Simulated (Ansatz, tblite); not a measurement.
Removing and adding an electron: Al(NH3)F3 (AlNF₃H₃). Total charge 0; singlet. Geometry: r2SCAN-D4/def2-SVP. Ansatz, gas phase; energy differences of separate SCF runs; the oxidised species was run as a doublet alone; the reduced species was run as a doublet alone.

```xyz
8

Al   -0.621    0.760   -0.305
N     0.591   -0.723    0.290
H     0.366   -1.595   -0.196
H     0.499   -0.888    1.295
H     1.569   -0.495    0.095
F    -1.286    1.207    1.160
F    -1.611   -0.070   -1.362
F     0.494    1.804   -0.978
```

The xTB rows come from tblite. HOMO above LUMO, or a gap near zero within one spin, warns that the state may not be the lowest or that an electron is smeared out.

```csv
level,−HOMO (eV),vertical IE (eV),−LUMO (eV),vertical EA (eV),HOMO–LUMO gap (eV),IE − EA (eV),remarks
GFN1-xTB,13.31,16.85,7.47,4.00,5.84,12.86,–
GFN2-xTB,12.69,16.40,3.71,0.06,8.99,16.34,–
PBE-D4/def2-TZVP,8.26,11.96,1.36,–,6.90,–,gap within one spin near zero (+1 doublet)
PBE-D4/def2-TZVPD,8.39,–,1.72,-0.08,6.67,–,HOMO above zero (-1 doublet)
r2SCAN-D4/def2-TZVP,8.76,12.30,0.59,–,8.17,–,–
r2SCAN-D4/def2-TZVPD,8.84,–,0.97,-0.23,7.87,–,HOMO above zero (-1 doublet)
PBE0-D4/def2-TZVP,10.33,12.84,0.51,–,9.82,–,–
PBE0-D4/def2-TZVPD,10.43,–,0.98,-0.22,9.44,–,HOMO above zero (-1 doublet)
```

   A HOMO above zero means that the electron is unbound at that level or that self-interaction error raises the level; the energy of removing that electron tells which. Raw xTB energy differences between charge states are shifted by several eV; the methods need an empirical correction for them. A negative affinity means that the extra electron isn't bound; its size then hangs on the basis.
